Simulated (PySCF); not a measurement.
F3Ga, charge -1, doublet, at a GFN2-xTB geometry (such geometries of metal compounds can be far from the true shape) (a state made from the parent by changing its charge; the spin is typed, not shown lowest) (in this run its highest filled SCF level lies above zero, so its values depend strongly on the basis, on diffuse functions most of all); BLYP/6-31G in PySCF.

Input for PySCF:
```python
from pyscf import gto, scf, dft

mol = gto.M(
    atom='''
Ga   -0.01722873   -0.01289214    0.01677559
F    -1.70650775   -1.08516163    0.06884693
F    -0.00265406    1.82219157   -0.78423006
F     1.67419195   -0.80060532    0.73468508
''',
    basis='6-31g',
    charge=-1,
    spin=1,
    verbose=4,
)

mf = dft.UKS(mol)
mf.xc = 'blyp'
mf.kernel()
```

It wrote (shortened):

```
PySCF version 2.14.0

[INPUT] verbose = 4
[INPUT] num. atoms = 4
[INPUT] num. electrons = 59
[INPUT] charge = -1
[INPUT] spin (= nelec alpha-beta = 2S) = 1
[INPUT] symmetry False subgroup None
[INPUT] Mole.unit = angstrom
[INPUT] Symbol           X                Y                Z      unit          X                Y                Z       unit  Magmom
[INPUT]  1 Ga    -0.017228730000  -0.012892140000   0.016775590000 AA   -0.032557581174  -0.024362613760   0.031701270678 Bohr   0.0
[INPUT]  2 F     -1.706507750000  -1.085161630000   0.068846930000 AA   -3.224832276948  -2.050658281587   0.130101842217 Bohr   0.0
[INPUT]  3 F     -0.002654060000   1.822191570000  -0.784230060000 AA   -0.005015446518   3.443443013791  -1.481980032051 Bohr   0.0
[INPUT]  4 F      1.674191950000  -0.800605320000   0.734685080000 AA    3.163764265452  -1.512924788670   1.388353589004 Bohr   0.0

nuclear repulsion = 258.450579522811
number of shells = 26
number of NR pGTOs = 156
number of NR cGTOs = 54
basis = 6-31g
ecp = {}

******** <class 'pyscf.dft.uks.UKS'> ********
method = UKS
initial guess = minao
damping factor = 0
level_shift factor = 0
DIIS = <class 'pyscf.scf.diis.CDIIS'>
diis_start_cycle = 1
diis_space = 8
diis_damp = 0
SCF conv_tol = 1e-09
SCF conv_tol_grad = None
SCF max_cycles = 50
direct_scf = True
direct_scf_tol = 1e-13
number electrons alpha = 30  beta = 29
XC library pyscf.dft.libxc version 7.1.2
    S. Lehtola, C. Steigemann, M. J. T. Oliveira, and M. A. L. Marques,  SoftwareX 7, 1–5 (2018)
XC functionals = blyp
    A. D. Becke,  Phys. Rev. A 38, 3098 (1988)
    C. Lee, W. Yang, and R. G. Parr,  Phys. Rev. B 37, 785 (1988)
    B. Miehlich, A. Savin, H. Stoll, and H. Preuss,  Chem. Phys. Lett. 157, 200 (1989)
radial grids:
    Treutler-Ahlrichs [JCP 102, 346 (1995); DOI:10.1063/1.469408] (M4) radial grids

becke partition: Becke, JCP 88, 2547 (1988); DOI:10.1063/1.454033
pruning grids: <function nwchem_prune>
grids dens level: 3
symmetrized grids: False
atomic radii adjust function: <function treutler_atomic_radii_adjust>
small_rho_cutoff = 0
Set gradient conv threshold to 3.16228e-05
tot grids = 63696
init E= -2223.43967311205

cycle= 1 E= -2223.81019268142  delta_E= -0.371  |g|= 0.977  |ddm|= 1.35
cycle= 2 E= -2220.51005050855  delta_E=  3.3  |g|= 2.94  |ddm|= 3.76
cycle= 3 E= -2224.16344296198  delta_E= -3.65  |g|= 0.0738  |ddm|= 3.28
cycle= 4 E= -2224.16607580093  delta_E= -0.00263  |g|= 0.0693  |ddm|= 0.195
cycle= 5 E= -2224.16721668893  delta_E= -0.00114  |g|= 0.0424  |ddm|= 0.0755
cycle= 6 E= -2224.16789832672  delta_E= -0.000682  |g|= 0.0148  |ddm|= 0.0384
cycle= 7 E= -2224.16797948521  delta_E= -8.12e-05  |g|= 0.00282  |ddm|= 0.011
cycle= 8 E= -2224.16798227047  delta_E= -2.79e-06  |g|= 0.000581  |ddm|= 0.00376
cycle= 9 E= -2224.1679821914  delta_E= 7.91e-08  |g|= 0.00078  |ddm|= 0.00115
cycle= 10 E= -2224.16798243648  delta_E= -2.45e-07  |g|= 5.52e-05  |ddm|= 0.00071
cycle= 11 E= -2224.16798243799  delta_E= -1.51e-09  |g|= 7.85e-06  |ddm|= 7.36e-05
cycle= 12 E= -2224.16798243806  delta_E= -7.28e-11  |g|= 2.35e-06  |ddm|= 2.96e-05
Extra cycle  E= -2224.16798243805  delta_E= 1.27e-11  |g|= 4.31e-06  |ddm|= 1.53e-05
converged SCF energy = -2224.16798243805  <S^2> = 0.75073424  2S+1 = 2.0007341
```
